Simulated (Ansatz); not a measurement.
Program: Ansatz. Geometries: PBE0-D4/def2-TZVP. ΔE: electronic, gas phase. CCSD(T)/CBS is the MP2 limit (def2-TZVPP, def2-QZVPP) plus CCSD(T) − MP2 in def2-TZVPP, frozen cores. This one scheme is used for every species. Functionals use def2-TZVPP. For Ga outer-core shells are correlated without core-valence functions, which leaves a few kJ/mol of doubt a bond. Scalar relativity is left out up to krypton. Each species was taken in one conformer, which may not be the lowest.

`O=C=[N][Ga]([Cl])[Cl]` + CH₃SH → `C[S][Ga]([Cl])[Cl]` + `N=C=O`  (ligand exchange at a Ga–N bond)

```
             level  ΔE (kJ/mol)
            revPBE        -27.6
           LC-ωPBE        -14.5
SCS-MP2/def2-TZVPP         -9.9
SCS-MP2/def2-QZVPP        -12.8
```

(1) What does CCSD(T)/CBS give? (Best estimate.)

Largest T1 diagnostic among the species: 0.018.

Results:

(1) The calculation gave: -19.8 kJ/mol. The listed levels differ from it by -7.8, 5.3, 9.9, 7.0 kJ/mol.

At CCSD(T), def2-SVP lies +13.7 kJ/mol from the extrapolated value and def2-TZVPP +6.7 kJ/mol. From r2SCAN to r2SCAN0 (25 % exact exchange), in def2-TZVPP and without D4, ΔE moves by +4.8 kJ/mol.
